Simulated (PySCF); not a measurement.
**Removing an electron from `Br[C@H]1COCC[SiH2]1`**

Compound: C4H9BrOSi.
Cartesian coordinates in Å at the PBE0-D3(BJ)/def2-SVP level; atoms count from 1:
```
atom  x, y, z in Å
Br1   -4.015    0.760    1.198
C2    -2.270   -0.066    1.463
C3    -2.316   -1.539    1.045
O4    -1.082   -2.167    1.254
C5    -0.074   -1.830    0.332
C6     0.489   -0.423    0.542
Si7   -0.917    0.838    0.491
H8    -2.073   -0.004    2.544
H9    -3.063   -2.080    1.647
H10   -2.629   -1.613   -0.016
H11   -0.461   -1.935   -0.703
H12    0.715   -2.586    0.461
H13    0.981   -0.372    1.528
H14    1.259   -0.201   -0.215
H15   -1.392    1.045   -0.910
H16   -0.567    2.151    1.107
```

Level: CAM-B3LYP/def2-SVPD (PySCF). Frontier orbitals with their largest atomic shares (Löwdin; up to four atoms above 4 %):

```
orbital  ε (eV)                            main atoms
 HOMO−3  -10.24   C6 18 %, O4 17 %, C5 14 %, Si7 12 %
 HOMO−2   -9.63     Br1 52 %, O4 20 %, C2 7 %, C6 6 %
 HOMO−1   -9.21    Br1 42 %, O4 22 %, C2 10 %, C6 6 %
   HOMO   -8.91                                     ?
   LUMO    0.61            Br1 55 %, C2 19 %, Si7 6 %
 LUMO+1    1.17   Si7 25 %, Br1 17 %, C6 8 %, H14 7 %
 LUMO+2    1.33  Br1 22 %, Si7 20 %, H16 9 %, H15 8 %
```

Q: What vertical ionisation energy does ΔSCF give, and how far is −ε(HOMO) from it?

A: ΔSCF: 9.69 eV (935 kJ/mol; threshold wavelength 128 nm); ⟨S²⟩ of the doublet left behind is 0.755, against 0.75 for a pure doublet. −ε(HOMO) is 8.91 eV, 0.78 eV below it. For the exact functional −ε(HOMO) would equal the first vertical ionisation energy; CAM-B3LYP (range-separated hybrid) falls short of its own ΔSCF value by 8 %. Holes in the HOMO−1 and HOMO−2 were tried too where these lie within 1.2 eV of the HOMO; the lowest converged state counts.

Q: On which atoms does the HOMO lie?

A: Br1 (alkyl bromine) 50 %, C2 (sp3 C–Br carbon) 15 %, O4 (cyclic ether oxygen) 10 %, Si7 (SiH2 silicon) 7 %. The HOMO−1 lies 0.30 eV lower.

Q: What kinetic energy would electrons from this vertical process carry with He II light (40.814 eV)?

A: 40.81 − 9.69 = 31.12 eV.

Q: How many of the 10 lowest singlet excitations (vertical TDDFT, same level) lie below the ionisation energy?

A: All 10; they run from 5.84 to 8.00 eV.

Q: With α = 97.6 au, estimate the like-pair dispersion coefficient by London's formula C6 = (3/4)α²I.

A: I = 0.3560 Eh, so C6 ≈ 2540 au; the Casimir–Polder integral at the same level gives 3770 au, 1.48 times as much.

The structure is a single PBE0-D3(BJ)/def2-SVP conformer in the gas phase; no vibrational or solvent corrections. The calculation is non-relativistic, for bromine too.
